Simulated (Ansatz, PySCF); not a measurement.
Dissociation curve of GeNa (anion, charge -1), lowest singlet found (which spin is the ground state isn't settled by this scan). Each curve is given relative to its own lowest point between 2.40 and 3.62 Å, where full CI is lowest.

```
R / Å      A      B      C
-----  -----  -----  -----
2.06   168.2  201.8  203.4
2.21    91.1  117.3  118.3
2.40    35.4   53.1   53.7
2.47    23.1   38.0   38.5
2.58    10.1   20.7   21.1
2.73     1.4    7.0    7.2
2.78     0.3    4.3    4.4
2.89     0.0    0.8    0.8
2.96     1.1    0.0    0.0
3.08     4.6    0.6    0.5
3.25    12.1    4.5    4.2
3.41    20.5   10.3    9.7
3.62    32.2   19.5   18.3
3.87    45.9   31.3   29.2
4.14    59.3   43.9   40.6
4.56    76.4   61.8   56.4
5.11    91.9   80.8   72.4
5.60   100.6   93.9   82.7
```

Energies in kJ/mol.

**Question.** Assign the columns to these levels of theory: full CI/aug-cc-pVDZ, cores with 3d frozen (Ansatz, a program for electronic structure); CCSD on RHF/aug-cc-pVDZ, cores with 3d frozen (Ansatz); restricted BP86/6-31G*, spherical d (PySCF 2.14.0).

**Answer.** A is RKS-BP86/6-31G*; B is RCCSD; C is FCI.

The scan ran from 2.06 to 9.73 Å; beyond the distances shown full CI changes its symmetry label. The restricted form behind RKS-BP86/6-31G* keeps the bonding electrons paired and can't separate into open-shell fragments. Where the anion isn't bound against loss of the electron, the finite basis alone holds it. The T1 diagnostic of CCSD on the restricted reference of RCCSD exceeds 0.045 at 3.08 to 5.60 Å. Also computed but left out beside FCI, since their determinant holds another spin at the minimum (<S²> over 0.7 above the pure value): UHF, UMP2, UCCSD, UCCSD(T), UCCSDT, UCCSDT(Q), UKS-PBE0, UKS-PBE, UKS-B3LYP/6-31G*, UKS-M06-2X/6-31G*, UKS-BP86/6-31G*, UKS-LDA (SVWN5)/6-31G*.
